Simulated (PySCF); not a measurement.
Run record: geometry optimisation, `C[NH][GeH]([NH2])[NH2]`.

Method: PBE0-D3(BJ)/def2-SVP geometry optimisation, gas phase (PySCF 2.14.0). Start geometry: GFN2-xTB. A driver script takes a list of jobs; this job's settings line and coordinates (Å) are shown.

Command:
```bash
OMP_NUM_THREADS=1 python probes_run.py task.json out
```

Input:
```
{"job": {"xc": "PBE0", "basis": "def2-SVP", "d3": "d3bj", "grid": 1, "shake": 0.01, "kind": "geom"}, "charge": 0, "multiplicity": 1}
C     -1.857970    -0.245050    -0.171820
N     -1.072540    -0.185950     1.023260
Ge     0.714750     0.122680     0.955600
N      1.168050     1.421520    -0.263040
N      1.694400    -1.296080     0.361470
H     -2.787350    -0.800590     0.000190
H     -2.163400     0.772270    -0.532020
H     -1.289670    -0.696220    -0.971510
H     -1.561760     0.286180     1.794770
H      1.134700     0.347430     2.413170
H      0.741970     2.335030    -0.081330
H      2.125180     1.520700    -0.452610
H      1.479470    -2.160750     0.815960
H      1.667020    -1.436230    -0.619820
```

Question: What does the run print?

Answer: 
```
step   0  E = -2283.89668338  max force = 0.043834
step   1  E = -2283.90037479  max force = 0.011970
step   2  E = -2283.90077740  max force = 0.002409
step   3  E = -2283.90087235  max force = 0.001108
step   4  E = -2283.90093821  max force = 0.001467
step   5  E = -2283.90099392  max force = 0.001078
step   6  E = -2283.90104139  max force = 0.000769
step   7  E = -2283.90106880  max force = 0.000607
step   8  E = -2283.90107852  max force = 0.000437
optimisation converged
```

Energies in Eh; «max force» is the largest Cartesian gradient component in Eh/bohr.

Question: How much energy does the optimisation release, in kJ/mol?

Answer: E(step 0) − E(last step) = 0.004395 Eh, which is 11.5 kJ/mol.

Main results: final energy -2283.90108 Eh after 8 steps; dipole 0.91 D.

Question: Where do the atoms end?

Answer: 0.082 Å rms from the input after alignment:
```
atom  x, y, z in Å
C1    -1.8795   -0.1792   -0.1710
N2    -1.0508   -0.1135    1.0035
Ge3    0.7603    0.0883    0.9713
N4     1.1627    1.4360   -0.2008
N5     1.7075   -1.3058    0.2647
H6    -2.7286   -0.8735   -0.0361
H7    -2.2981    0.7950   -0.4942
H8    -1.2924   -0.5643   -1.0201
H9    -1.5330    0.1536    1.8532
H10    1.1596    0.2417    2.4551
H11    0.6915    2.3186   -0.0265
H12    2.1555    1.6074   -0.3364
H13    1.5824   -2.1969    0.7363
H14    1.5615   -1.4363   -0.7330
```

Question: How long does this job take on one thread, Arm Neoverse V2 (aarch64), no GPU, on a shared host? And the peak memory of the process?

Answer: About 78 s, with 0.53 GiB resident at the peak, the Python interpreter and its libraries included.
Labels such as C1 count atoms from 1, the log's own numbers from 0.
